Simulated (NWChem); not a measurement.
Species: As cation, triplet

All runs: NWChem. Spin-unrestricted. Medium grid unless said otherwise, to which SCAN and Minnesota functionals are sensitive. The open p shell is one determinant without spherical averaging. No stability test was run on the SCF state.

For level SCAN/def2-TZVP:

```
Property                                                     Result
-----------------------------------------------------------  ------
highest occupied level (eV)                                  -14.50
lowest empty minus highest occupied level, either spin (eV)    0.68
```

What are these values for level B97-2/def2-TZVP?


- highest occupied level (eV) = -14.96
- lowest empty minus highest occupied level, either spin (eV) = 2.14
